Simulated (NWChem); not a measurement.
tetramethylurea (C$_{5}$H$_{12}$N$_{2}$O); SMILES CN(C)C(=O)N(C)C

```xyz
20

C     -2.3814    -0.3606    -0.5684
N     -1.1713    -0.0584     0.1550
C     -1.3556     0.6825     1.3802
C      0.0000     0.0000    -0.5835
O      0.0000     0.0000    -1.8018
N      1.1713     0.0584     0.1550
C      2.3814     0.3606    -0.5684
C      1.3556    -0.6825     1.3802
H     -2.9016     0.5541    -0.9115
H     -3.0722    -0.9268     0.0773
H     -2.1375    -0.9577    -1.4546
H     -2.1041     1.4832     1.2335
H     -1.7105     0.0429     2.2081
H     -0.4178     1.1612     1.6861
H      3.0722     0.9268     0.0773
H      2.9016    -0.5541    -0.9115
H      2.1375     0.9577    -1.4546
H      2.1041    -1.4832     1.2335
H      1.7105    -0.0429     2.2081
H      0.4178    -1.1612     1.6861
```
Atoms are numbered in this order, from 1.

Program: NWChem. All runs use the structure optimised with PBE0/def2-SVP. Not confirmed as a minimum by frequencies. B3LYP is NWChem's, with the RPA form of VWN correlation. Atomic charges in e: unrestrained fits to the electrostatic potential beside Mulliken populations; buried atoms are poorly determined by the fit.

Task: What does the run give for B3LYP/def2-SVP? Quantities: ESP C1; Mulliken C1; ESP N2; Mulliken N2; ESP C3; Mulliken C3; ESP C4; Mulliken C4; ESP O5; Mulliken O5; relative RMS misfit of the potential (%).

Result: 
| Quantity | Result |
|---|---|
| ESP C1 | 0.03 |
| Mulliken C1 | 0.14 |
| ESP N2 | -0.21 |
| Mulliken N2 | -0.34 |
| ESP C3 | 0.21 |
| Mulliken C3 | 0.13 |
| ESP C4 | 0.51 |
| Mulliken C4 | 0.20 |
| ESP O5 | -0.54 |
| Mulliken O5 | -0.27 |
| relative RMS misfit of the potential (%) | 29 |
